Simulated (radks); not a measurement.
Results of a calculation; reference values are marked as such.
The sulfur ion S4+, configuration [He] 2s2 2p4 3s2 3d2 (not the ground configuration).

Level of theory: scalar-relativistic Kohn-Sham, r2SCAN, spin-polarised, spherical densities, finite nucleus; open shells are filled with parallel spins first; meta-GGA in the generalised Kohn-Sham scheme; Fermi nuclear charge, rms radius 3.2611 fm (a radial shooting solver on a logarithmic mesh with Libxc functionals).

Energy parts (eV):
total: -10344.235
kinetic: 10388.835
electron-nucleus: -23586.798
Hartree: 3448.922
exchange-correlation: -595.194

Orbitals (lengths in bohr, moments of r in powers of bohr; r(90%) holds 90 % of the orbital's charge):
orbital  occ.  eigenvalue (eV)      <r^4>   <1/r>  r(90%)
1s up       1        -2566.982  0.0004111   15.67   0.173
1s down     1        -2560.846  0.0004058   15.70   0.172
2s up       1        -329.0526     0.1040   3.253   0.704
2s down     1        -317.1392     0.1075   3.218   0.709
2p up       3        -277.1076    0.08701   3.153   0.671
2p down     1        -263.1989    0.09251   3.121   0.680
3s up       1         -79.0427      6.154   1.051    1.95
3s down     1         -74.7635      6.645   1.025    1.99
3d up       2         -45.3255      10.85  0.8431    2.27
3d down     0         -40.4729      11.39  0.8187    2.30

The highest occupied level is 3d up at -45.325 eV. The electron density at the nucleus is 2995 e/bohr^3 (large components only).
